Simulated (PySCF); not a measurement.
C₇H₇NO₂.
Geometry (GFN2-xTB, Å), atoms numbered from 1 in this order:
```
atom  x, y, z in Å
C1     3.3804   -0.3377   -0.0919
O2     1.9797   -0.5501   -0.1739
C3     1.2132    0.4394    0.2724
O4     1.6416    1.4737    0.7271
C5    -0.2443    0.1363    0.1533
C6    -1.1631    1.0895    0.5871
C7    -2.5127    0.8011    0.4741
C8    -2.8879   -0.4199   -0.0635
C9    -1.8886   -1.2989   -0.4649
N10   -0.6021   -1.0337   -0.3620
H11    3.6679    0.5402   -0.6751
H12    3.8472   -1.2333   -0.4932
H13    3.6816   -0.1796    0.9463
H14   -0.8029    2.0203    0.9958
H15   -3.2564    1.5145    0.7984
H16   -3.9284   -0.6861   -0.1697
H17   -2.1322   -2.2637   -0.8903
```

Theory: PBE0/pcSseg-1 in PySCF (dipole) on a GFN2-xTB geometry, gas phase.

Masses are those of the commonest isotopes; rigid-rotor values at the optimised geometry. The values belong to one conformer with, in the numbering `[CH3:1][O:2][C:3](=[O:4])[c:5]1[cH:6][cH:7][cH:8][cH:9][n:10]1`, C1–O2–C3–O4 0°, O2–C3–C5–C6 180°.

(1) Give the principal moments of inertia and the rotational constants in MHz.

(2) Classify the top.

(3) Is it planar, by Δ = Ic − Ia − Ib?

(4) Predict some low-J microwave lines.

(5) Estimate the classical rotational partition function at 25 K, 298.15 K and 500 K.

Answers

(1) Ia = 139.13, Ib = 577.82, Ic = 713.78 u·Å²; 505379 MHz·u·Å²/I gives A = 3632, B = 874.6, C = 708.0 MHz.

(2) An asymmetric top. Ray's parameter κ = (2B − A − C)/(A − C) = -0.886; −1 is the prolate and +1 the oblate limit.

(3) Not planar: Δ = Ic − Ia − Ib = -3.17 u·Å². For a rigid frame Δ = −2 Σ m c², so Σ m c² = 1.59 u·Å² lies off the ab plane, practically all of it from hydrogen. The atom farthest from that plane is 0.89 Å away.

(4) The dipole components are |μa| = 1.71 D, |μb| = 0.32 D, |μc| = 0.00 D; the mirror of this Cs structure is the ab plane, so μc vanishes by symmetry and there are no c-type lines. Intensities carry the squares of the components, which stand as 1.00 : 0.04 (a : b). Some lines, for components of 0.1 D or more:

```csv
type,branch,"J(Ka,Kc)",MHz,lower level (cm⁻¹)
a,Q,"2(1,1) ← 2(1,2)",500,0.245
a,Q,"3(1,2) ← 3(1,3)",999,0.395
b,R,"3(0,3) ← 2(1,2)",2120,0.245
b,Q,"1(1,0) ← 1(0,1)",2924,0.053
a,R,"2(1,2) ← 1(1,1)",2999,0.145
a,R,"2(1,1) ← 1(1,0)",3332,0.150
b,Q,"3(1,2) ← 3(0,3)",3373,0.316
b,R,"1(1,1) ← 0(0,0)",4340,0.000
a,R,"3(0,3) ← 2(0,2)",4719,0.158
b,R,"2(1,2) ← 1(0,1)",5756,0.053
b,R,"3(1,3) ← 2(0,2)",7092,0.158
b,Q,"3(2,1) ← 3(1,2)",8065,0.428
b,R,"2(2,1) ← 1(1,0)",11605,0.150
b,Q,"3(3,0) ← 3(2,1)",14173,0.697
b,Q,"3(3,1) ← 3(2,2)",14210,0.696
b,R,"3(3,1) ← 2(2,0)",18950,0.538
```

(5) Point group Cs, symmetry number σ = 1; q = (√π/σ)·√((kT/h)³/(ABC)), k/h = 20836.6 MHz/K: 14100 at 25 K, 579000 at 298.15 K, 1260000 at 500 K.

No frequency check. No vibrational averaging or centrifugal distortion is included, and the geometry carries the error of its method. A rigid rotor knows nothing of internal rotation, which can split or shift real lines. Quadrupole hyperfine structure (14N) is left out.
